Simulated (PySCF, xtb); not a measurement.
YOBr, SMILES [Br][Y]=[O].

Harmonic wavenumbers (cm⁻¹) from GFN2-xTB (xtb) at its own minimum, in rising order: 134, 196, 559.

What does PySCF with PBE-D3(BJ)/def2-TZVP give at its own minimum? (The exact figures need the calculation; the answer reports its results.)

114, 240, 838. Paired by order, the mean absolute difference is 114 cm⁻¹ and the zero-point energies are 1.3 and 1.7 kcal/mol.
